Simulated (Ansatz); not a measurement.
Reactions of C$_{3}$H$_{5}$FSi, SMILES `FCC1=C[SiH2]1`.

Isolated molecules relaxed with PBE0-D4/def2-TZVP in Ansatz; ΔE leaves out vibrations. CCSD(T)/CBS is the MP2 limit (def2-TZVPP, def2-QZVPP) plus CCSD(T) − MP2 in def2-TZVPP, frozen cores. This one scheme is used for every species, atoms too. For atomizations the MP2-based limit and the directly extrapolated one differ by several kJ/mol either way, and by 10 to 25 for some Ge, Se and Sn compounds, so smaller differences from it don't rank the levels. Functionals use def2-TZVPP. Open shells (•) are unrestricted, without spin–orbit coupling. Spin–orbit coupling would lower the free atoms: a little for C, F, Si. For Se outer-core shells are correlated without core-valence functions, so the limit isn't a true one: a few kJ/mol of doubt a bond, and 10 to 20 or more in all where bonds break to atoms. Scalar relativity is left out up to krypton. Each species was taken in one conformer, which may not be the lowest.

```csv
reaction,CCSD(T)/CBS(def2) (kJ/mol)
`FCC1=C[SiH2]1` + `CC(O)Cl` → `CC(Cl)OCF` + `C1=C[SiH2]1`,?
`FCC1=C[SiH2]1` → `C1=C[SiH2]1` + `[CH]F`,381
`FCC1=C[SiH2]1` → 3 C• + F• + 5 H• + Si•,?
`FCC1=C[SiH2]1` + H₂S → `SC1=C[SiH2]1` + fluoromethane,1
`FCC1=C[SiH2]1` + HCl → `ClCC1=C[SiH2]1` + H–F,-27
`FCC1=C[SiH2]1` + `OCF` → `FCOC1=C[SiH2]1` + fluoromethane,35
`FCC1=C[SiH2]1` → `FC1C=C[SiH2]1`,-64
`FCC1=C[SiH2]1` + `C[SeH]` → `C[Se]CF` + `C1=C[SiH2]1`,?
`FCC1=C[SiH2]1` → `FC1=C[SiH2]1` + `[CH2]` (triplet),447
`FCC1=C[SiH2]1` + H₂ → `CC1=C[SiH2]1` + H–F,-114
```

Q: Fill in the missing values. (An estimate is asked.)

A: Ansatz gave: `FCC1=C[SiH2]1` + `CC(O)Cl` → `CC(Cl)OCF` + `C1=C[SiH2]1`: +16.3 kJ/mol; `FCC1=C[SiH2]1` → 3 C• + F• + 5 H• + Si•: +3842.5 kJ/mol; `FCC1=C[SiH2]1` + `C[SeH]` → `C[Se]CF` + `C1=C[SiH2]1`: +14.3 kJ/mol.

Largest T1 diagnostic: 0.018, for `[CH]F`.
